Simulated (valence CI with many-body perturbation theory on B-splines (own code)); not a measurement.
P I: calculated level list

Method: relativistic CI+MBPT: five valence electrons over a frozen Dirac-Fock core [Ne], a basis of 10 s, 10 p, 9 d, 7 f, 4 g, 2 h functions for each j, with the one-electron correlation potential Σ1 (screened to all orders), the two-electron term Σ2, the three-electron term Σ3, Breit, model QED; selected single and double excitations, second order for the rest, scaled by the run's own slope (own B-spline code, finite nucleus).

Against 25 measured levels this calculation errs by 60 cm⁻¹ on average and by 174 at most. These come from a selection out of the NIST Handbook of Basic Atomic Spectroscopic Data. Levels without a partner in it may be off by more. Among the levels kept, up to 1300 cm⁻¹ of a level comes from second order outside the variational space, and about a tenth of that is noise between levels of different J, which matters for small intervals.

Levels 1 to 45 of 56, with energies above the lowest level, 3s2.3p3 4S°_3/2. "Leading %" is the weight of the configuration and term that name the level; weights of strongly mixed levels are sums over their largest components and can fall short. In the jj column 3d3/2^4 stands for four electrons in 3d with j = 3/2.

```
No.  Configuration  Term    J  E (cm⁻¹)  Leading %     Second component      g                     Leading jj
  1        3s2.3p3   4S°  3/2       0.0         93                       2.002      3s^2 3p1/2 3p3/2^2 (52 %)
  2        3s2.3p3   2D°  5/2     11445         92                       1.200      3s^2 3p1/2 3p3/2^2 (92 %)
  3        3s2.3p3   2D°  3/2     11466         92                       0.800      3s^2 3p1/2 3p3/2^2 (41 %)
  4        3s2.3p3   2P°  1/2     18896         90                       0.666      3s^2 3p1/2 3p3/2^2 (90 %)
  5        3s2.3p3   2P°  3/2     18920         90                       1.333            3s^2 3p3/2^3 (48 %)
  6     3s2.3p2.4s    4P  1/2     55915         89                       2.667         3s^2 3p1/2^2 4s (43 %)
  7     3s2.3p2.4s    4P  3/2     56075         89                       1.734     3s^2 3p1/2 3p3/2 4s (82 %)
  8     3s2.3p2.4s    4P  5/2     56306         89                       1.601         3s^2 3p3/2^2 4s (57 %)
  9     3s2.3p2.4s    2P  1/2     57854         87                       0.669     3s^2 3p1/2 3p3/2 4s (61 %)
 10     3s2.3p2.4s    2P  3/2     58159         87                       1.335         3s^2 3p3/2^2 4s (49 %)
 11         3s.3p4    4P  5/2     59448         67   15 % 3s2.3p2.3d 4P  1.601      3s 3p1/2^2 3p3/2^2 (45 %)
 12         3s.3p4    4P  3/2     59663         67   15 % 3s2.3p2.3d 4P  1.735        3s 3p1/2 3p3/2^3 (59 %)
 13         3s.3p4    4P  1/2     59738         66   15 % 3s2.3p2.3d 4P  2.670              3s 3p3/2^4 (29 %)
 14     3s2.3p2.4p   2S°  1/2     64196         87                       2.001      3s^2 3p3/2^2 4p3/2 (28 %)
 15     3s2.3p2.4s    2D  5/2     65208         88                       1.201     3s^2 3p1/2 3p3/2 4s (57 %)
 16     3s2.3p2.4s    2D  3/2     65234         88                       0.800     3s^2 3p1/2 3p3/2 4s (57 %)
 17     3s2.3p2.4p   4D°  1/2     65333         88                       0.007      3s^2 3p1/2^2 4p1/2 (37 %)
 18     3s2.3p2.4p   4D°  3/2     65413         88                       1.206  3s^2 3p1/2 3p3/2 4p1/2 (50 %)
 19     3s2.3p2.4p   4D°  5/2     65532         87                       1.375  3s^2 3p1/2 3p3/2 4p3/2 (62 %)
 20     3s2.3p2.4p   4D°  7/2     65733         89                       1.429      3s^2 3p3/2^2 4p3/2 (57 %)
 21     3s2.3p2.4p   4P°  1/2     66298         88                       2.658  3s^2 3p1/2 3p3/2 4p1/2 (45 %)
 22     3s2.3p2.4p   4P°  3/2     66315         76  11 % 3s2.3p2.4p 4S°  1.755  3s^2 3p1/2 3p3/2 4p3/2 (34 %)
 23     3s2.3p2.4p   4P°  5/2     66484         86                       1.588  3s^2 3p1/2 3p3/2 4p3/2 (34 %)
 24     3s2.3p2.4p   4S°  3/2     66766         67  13 % 3s2.3p2.4p 2D°  1.800  3s^2 3p1/2 3p3/2 4p3/2 (31 %)
 25     3s2.3p2.4p   2D°  3/2     66793         74  10 % 3s2.3p2.4p 4S°  0.976  3s^2 3p1/2 3p3/2 4p3/2 (37 %)
 26     3s2.3p2.4p   2D°  5/2     67061         86                       1.211      3s^2 3p3/2^2 4p3/2 (39 %)
 27     3s2.3p2.3d    2P  3/2     67926         76                       1.330  3s^2 3p1/2 3p3/2 3d5/2 (26 %)
 28     3s2.3p2.4p   2P°  1/2     67942         87                       0.669  3s^2 3p1/2 3p3/2 4p3/2 (46 %)
 29     3s2.3p2.4p   2P°  3/2     68055         87                       1.333      3s^2 3p3/2^2 4p3/2 (28 %)
 30     3s2.3p2.3d    2P  1/2     68119         74                       0.663      3s^2 3p3/2^2 3d5/2 (43 %)
 31     3s2.3p2.3d    4F  3/2     68214         84                       0.403  3s^2 3p1/2 3p3/2 3d3/2 (37 %)
 32     3s2.3p2.3d    4F  5/2     68282         84                       1.030  3s^2 3p1/2 3p3/2 3d3/2 (48 %)
 33     3s2.3p2.3d    4F  7/2     68402         84                       1.240  3s^2 3p1/2 3p3/2 3d5/2 (51 %)
 34     3s2.3p2.3d    4F  9/2     68520         83                       1.334      3s^2 3p3/2^2 3d5/2 (54 %)
 35     3s2.3p2.3d    4D  1/2     69855         87                       0.002  3s^2 3p1/2 3p3/2 3d3/2 (66 %)
 36     3s2.3p2.3d    4D  3/2     69894         87                       1.199  3s^2 3p1/2 3p3/2 3d3/2 (28 %)
 37     3s2.3p2.3d    4D  5/2     69908         86                       1.365      3s^2 3p3/2^2 3d3/2 (24 %)
 38     3s2.3p2.3d    4D  7/2     69963         85                       1.422  3s^2 3p1/2 3p3/2 3d5/2 (46 %)
 39     3s2.3p2.3d    2F  5/2     70386         86                       0.863  3s^2 3p1/2 3p3/2 3d5/2 (44 %)
 40     3s2.3p2.3d    2F  7/2     70690         85                       1.149      3s^2 3p3/2^2 3d5/2 (37 %)
 41     3s2.3p2.3d    2D  5/2     71163         47       29 % 3s.3p4 2D  1.201  3s^2 3p1/2 3p3/2 3d5/2 (28 %)
 42     3s2.3p2.3d    2D  3/2     71236         46       29 % 3s.3p4 2D  0.801        3s 3p1/2 3p3/2^3 (20 %)
 43     3s2.3p2.5s    4P  1/2     72309         84                       2.635         3s^2 3p1/2^2 5s (46 %)
 44     3s2.3p2.3d    4P  5/2     72344         68        8 % 3s.3p4 4P  1.591  3s^2 3p1/2 3p3/2 3d5/2 (34 %)
 45     3s2.3p2.5s    4P  3/2     72456         67   17 % 3s2.3p2.3d 4P  1.726     3s^2 3p1/2 3p3/2 5s (65 %)
```

Names give the largest LS component (configuration and term), which can be under half, so a name can repeat, a term be missing and a line seem to break the LS rules; names also repeat where a configuration has a term twice.

Where two levels of one J and parity lie close, their mixing, g and order are uncertain.

The ionisation energy to 3s2.3p2 3P_0 of the next ion comes out as 10.475 eV (NIST: 10.4867 eV (measured)). All 56 levels together are meant to be complete up to 74869 cm⁻¹.
